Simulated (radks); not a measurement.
The silver ion Ag9+ is in [Kr] 4d2. Method: non-relativistic Kohn-Sham, PBE, spin-polarised, spherical densities, point nucleus; computed with a radial shooting solver on a logarithmic mesh with Libxc functionals. Open shells are filled with parallel spins first. One electron is removed from 4s, 3d, 4d, 4p in turn, with full relaxation. Which removal costs least, and what does each cost?

Answer. 4d 168.65 eV; 4p 223.15 eV; 4s 256.87 eV; 3d 562.51 eV. The 4d electron leaves first.
